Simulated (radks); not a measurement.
Species: Tm. Configuration: [Kr] 4d10 4f13 5s1 5p6 6s2 6p1 (not the ground configuration). Calculated with a radial shooting solver on a logarithmic mesh with Libxc functionals: Dirac Kohn-Sham, PBE, spin-unpolarised, spherical densities, finite nucleus; open shells are shared between the two j in proportion to 2j + 1; Fermi nuclear charge, rms radius 5.2256 fm.

Spin-orbit splittings of the eigenvalues, e(l+1/2) - e(l-1/2), with zeta = 2 splitting/(2l+1) and mean radii in bohr:

| shell | occ. | splitting (eV) | zeta (eV) | <r> j=l-1/2 | <r> j=l+1/2 |
|---|---|---|---|---|---|
| 2p | 6 | 980.2 | 653.5 | 0.07008 | 0.07746 |
| 3p | 6 | 207.0 | 138.0 | 0.2103 | 0.2241 |
| 3d | 10 | 45.24 | 18.10 | 0.1973 | 0.2016 |
| 4p | 6 | 46.64 | 31.09 | 0.5064 | 0.5384 |
| 4d | 10 | 8.479 | 3.392 | 0.5655 | 0.5769 |
| 4f | 13 | 1.217 | 0.3476 | 0.7718 | 0.7886 |
| 5p | 6 | 6.036 | 4.024 | 1.364 | 1.469 |
| 5d | 0 | 0.3826 | 0.1531 | 2.469 | 2.564 |
| 6p | 1 | 0.4011 | 0.2674 | 4.638 | 5.009 |
